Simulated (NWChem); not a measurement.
Everything below was run with NWChem. System: Sb (+1), charge 1, spin multiplicity 3. Its SCF solution wasn't tested for a lower state. Level: UMP2/def2-TZVP with def2 effective core potentials on Sb, 4 core orbitals frozen.

NWChem printed:

```
             Northwest Computational Chemistry Package (NWChem) 7.3.0
             --------------------------------------------------------

                                NWChem Input Module
                                -------------------

 Scaling coordinates for geometry "geometry" by  1.889725989
 (inverse scale =  0.529177249)

                             Geometry "geometry" -> ""
                             -------------------------

 Output coordinates in angstroms (scale by  1.889725989 to convert to a.u.)

  No.       Tag          Charge          X              Y              Z
 ---- ---------------- ---------- -------------- -------------- --------------
    1 Sb                  51.0000     0.00000000     0.00000000     0.00000000

 Effective nuclear repulsion energy (a.u.)       0.0000000000

            Nuclear Dipole moment (a.u.)
            ----------------------------
        X                 Y               Z
 ---------------- ---------------- ----------------
     0.0000000000     0.0000000000     0.0000000000

      Symmetry information
      --------------------

 Group name             D2h
 Group number             26
 Group order               8
 No. of unique centers     1

      Symmetry unique atoms

     1


 Summary of "ao basis" -> "" (spherical)
 ------------------------------------------------------------------------------
       Tag                 Description            Shells   Functions and Types
 ---------------- ------------------------------  ------  ---------------------
 *                         def2-tzvp                  on all atoms

 Summary of "ao basis" -> "ao basis" (spherical)
 ------------------------------------------------------------------------------
       Tag                 Description            Shells   Functions and Types
 ---------------- ------------------------------  ------  ---------------------
 Sb                        def2-tzvp                16       50   6s5p3d2f

                                 NWChem SCF Module
                                 -----------------

  ao basis        = "ao basis"
  functions       =    50
  atoms           =     1
  alpha electrons =    12
  beta  electrons =    10
  charge          =   1.00
  wavefunction    = UHF
  use symmetry    = T
  symmetry adapt  = T

 Summary of "ao basis" -> "ao basis" (spherical)
 ------------------------------------------------------------------------------
       Tag                 Description            Shells   Functions and Types
 ---------------- ------------------------------  ------  ---------------------
 Sb                        def2-tzvp                16       50   6s5p3d2f

      Symmetry analysis of basis
      --------------------------

        ag         12
        au          2
        b1g         3
        b1u         9
        b2g         3
        b2u         9
        b3g         3
        b3u         9

 Forming initial guess at       0.0s

   Symmetry analysis of molecular orbitals - initial alpha
   -------------------------------------------------------

  Numbering of irreducible representations:

     1 ag          2 au          3 b1g         4 b1u         5 b2g
     6 b2u         7 b3g         8 b3u

  Orbital symmetries:

     1 ag          2 b1u         3 b2u         4 b3u         5 ag
     6 b3g         7 b2g         8 ag          9 b1g        10 ag
    11 b2u        12 b3u        13 b1u        14 ag         15 b1g
    16 b3u        17 b2u        18 b1u        19 b3g        20 b2g
    21 ag         22 ag

   Symmetry analysis of molecular orbitals - initial beta
   ------------------------------------------------------

  Numbering of irreducible representations:

     1 ag          2 au          3 b1g         4 b1u         5 b2g
     6 b2u         7 b3g         8 b3u

  Orbital symmetries:

     1 ag          2 b1u         3 b2u         4 b3u         5 ag
     6 b3g         7 b2g         8 b1g         9 ag         10 ag
    11 b1u        12 b3u        13 b2u        14 b1u        15 b2u
    16 b3u        17 ag         18 b2g        19 b3g        20 b1g
    21 ag         22 ag

 Starting SCF solution at       0.0s

 ----------------------------------------------
[...]
 Vector   12  Occ=0.000000D+00  E=-2.215026D-01  Symmetry=b3u
              MO Center= -7.9D-17, -1.1D-31, -7.4D-31, r^2= 3.3D+00
   Bfn.  Coefficient  Atom+Function         Bfn.  Coefficient  Atom+Function
  ----- ------------  ---------------      ----- ------------  ---------------
    16      0.437784  1 Sb px                19      0.437253  1 Sb px
    10     -0.352867  1 Sb px                13      0.304772  1 Sb px

 Vector   13  Occ=0.000000D+00  E=-2.215026D-01  Symmetry=b2u
              MO Center=  5.4D-31, -6.3D-17, -2.2D-31, r^2= 3.3D+00
   Bfn.  Coefficient  Atom+Function         Bfn.  Coefficient  Atom+Function
  ----- ------------  ---------------      ----- ------------  ---------------
    17      0.437784  1 Sb py                20      0.437253  1 Sb py
    11     -0.352867  1 Sb py                14      0.304772  1 Sb py

 center of mass
 --------------
 x =   0.00000000 y =   0.00000000 z =   0.00000000

 moments of inertia (a.u.)
 ------------------
           0.000000000000           0.000000000000           0.000000000000
           0.000000000000           0.000000000000           0.000000000000
           0.000000000000           0.000000000000           0.000000000000

  Mulliken analysis of the total density
  --------------------------------------

    Atom       Charge   Shell Charges
 -----------   ------   -------------------------------------------------------
    1 Sb  23    22.00   0.16 -0.67  1.58  0.93  1.29  0.71 -0.46  6.42  0.66  1.19  0.19  9.05  0.93  0.02  0.00  0.00

  Mulliken analysis of the alpha density
  --------------------------------------

    Atom       Charge   Shell Charges
 -----------   ------   -------------------------------------------------------
    1 Sb  23    12.00   0.08 -0.33  0.79  0.46  0.64  0.36 -0.24  3.22  0.63  1.19  0.19  4.50  0.49  0.01  0.00  0.00

   Mulliken analysis of the beta density
   -------------------------------------

    Atom       Charge   Shell Charges
 -----------   ------   -------------------------------------------------------
    1 Sb  23    10.00   0.08 -0.34  0.79  0.47  0.65  0.35 -0.22  3.20  0.03 -0.00  0.00  4.55  0.45  0.01  0.00  0.00

   Mulliken analysis of the spin density
   -------------------------------------

    Atom       Charge   Shell Charges
 -----------   ------   -------------------------------------------------------
    1 Sb  23     2.00  -0.00  0.00 -0.00 -0.01 -0.00  0.01 -0.01  0.03  0.60  1.19  0.19 -0.05  0.04  0.01  0.00 -0.00

       Multipole analysis of the density wrt the origin
       ------------------------------------------------

     L   x y z        total         alpha         beta         nuclear
     -   - - -        -----         -----         ----         -------
     0   0 0 0      1.000000    -12.000000    -10.000000     23.000000

     1   1 0 0     -0.000000     -0.000000     -0.000000      0.000000
     1   0 1 0     -0.000000     -0.000000     -0.000000      0.000000
     1   0 0 1     -0.000000     -0.000000     -0.000000      0.000000

     2   2 0 0    -16.480600    -11.632232     -4.848368      0.000000
     2   1 1 0     -0.000000     -0.000000     -0.000000      0.000000
     2   1 0 1      0.000000      0.000000     -0.000000      0.000000
     2   0 2 0    -16.480600    -11.632232     -4.848368      0.000000
     2   0 1 1      0.000000      0.000000     -0.000000      0.000000
     2   0 0 2    -13.171540     -8.057285     -5.114255      0.000000

                   NWChem MP2 Semi-direct Energy/Gradient Module
                   ---------------------------------------------

  Basis functions       =     50
  Molecular orbitals    =     50
  Frozen core           =      4
  Frozen virtuals       =      0
  Active alpha occupied =      8
  Active beta occupied  =      6
  Active alpha virtual  =     38
  Active beta virtual   =     40
  Use MO symmetry       = T
  Use skeleton AO sym   = T

  AO/Fock/Back tols     =   1.0D-09  1.0D-09  1.0D-09

 GA uses MA = F    GA memory limited = T

 Available:
  local mem=  1.26D+08
 global mem=  1.44D+08
 local disk=  0.00D+00
  mp2_memr nvloc                    38
  nvloc new                    38
   1 passes of   8:        3145728                      20293                   1322182.
   1 passes of   8: M    126143244           G      144174200           F     122997516.

 Semi-direct pass number   1 of   1  for UHF alpha       at        0.3s
  vrange nnbf                  1275
  mp2_eaftype                    10  avail_ma_in_mb                  1099
 EAF : mp2_eaftype filesize          10     661091.
  mp2_eaf for mointskh                     10
Node 0 wrote      3.1 Mb in      0.0 s     Agg I/O rate:  1573.3 Mb/s
 Done moints_semi at        0.7s
  mp2_eaftype                    10  avail_ma_in_mb                  1089
 EAF : mp2_eaftype filesize          10     661091.
  mp2_eaf for kh                    10
 Done maket at        0.7s
 Done multipass loop at        0.7s

 GA uses MA = F    GA memory limited = T

 Available:
  local mem=  1.26D+08
 global mem=  1.44D+08
 local disk=  0.00D+00
  mp2_memr nvloc                    40
  nvloc new                    40
   1 passes of   6:        3145728                      17095                   1044742.
   1 passes of   6: M    126143244           G      144174200           F     122997516.

 Semi-direct pass number   1 of   1  for UHF beta        at        0.8s
  vrange nnbf                  1275
  mp2_eaftype                    10  avail_ma_in_mb                  1099
 EAF : mp2_eaftype filesize          10     522371.
  mp2_eaf for mointskh                     10
Node 0 wrote      2.4 Mb in      0.0 s     Agg I/O rate:  2162.8 Mb/s
 Done moints_semi at        1.2s
  mp2_eaftype                    10  avail_ma_in_mb                  1089
 EAF : mp2_eaftype filesize          10     522371.
  mp2_eaf for kh                    10
 Done maket at        1.2s
 Done multipass loop at        1.2s

          -------------------------------------------
          SCF energy                -238.961828018207
          Correlation energy          -0.265924266975
          Singlet pairs                0.000000000000
          Triplet pairs                0.000000000000
          Total MP2 energy          -239.227752285182
          -------------------------------------------

          ---------------------------------------------------
                    Spin Component Scaled (SCS) MP2
          Same spin pairs                     -0.095477317741
          Same spin scaling factor             0.333333333333
          Opposite spin pairs                 -0.170446949234
          Opposite spin scaling fact.          1.200000000000
          SCS-MP2 correlation energy          -0.236362111661
          Total SCS-MP2 energy              -239.198190129867
          ---------------------------------------------------

 -----------------------
 Performance information
 -----------------------

 Timer overhead =  9.65D-08 seconds/call

               Nr. of calls         CPU time (s)                 Wall time (s)                GFlops
             ---------------    -------------------     ------------------------------   -------------------
Name         Min   Avg   Max    Min     Avg     Max     Min     Avg     Max   Mx/calls   Min     Max     Sum
mp2: moin     2     2     2   0.85    0.85    0.85     0.85    0.85    0.85    0.43      0.0     0.0     0.0
mp2: make     2     2     2   2.16E-2 2.16E-2 2.16E-2  2.16E-2 2.16E-2 2.16E-2 1.08E-2   0.0     0.0     0.0
mp2: tota     1     1     1   0.93    0.93    0.93     0.93    0.93    0.93    0.93      0.0     0.0     0.0

 The average no. of pstat calls per process was 5.00D+00
 with a timing overhead of 4.83D-07s

 Task  times  cpu:        1.2s     wall:        1.2s

 Total times  cpu:        1.2s     wall:        1.2s
```

Question: Write an NWChem input that would produce this output.

Answer: One answer among several that fit: 
```
start mol
memory heap 200 mb stack 900 mb global 1100 mb
charge 1
geometry units angstroms nocenter noautoz
  Sb     0.000000     0.000000     0.000000
  symmetry group D2h
end
basis spherical
  * library def2-tzvp
end
ecp
  Sb library def2-ecp
end
scf
  uhf
  nopen 2
  maxiter 100
  thresh 1e-7
  semidirect memsize 60000000 filesize 0
  # guess.movecs holds the orbitals of an unrestricted PBE0 run
  vectors input guess.movecs output mol.movecs
end
mp2
  freeze core 4
end
task mp2 energy
```
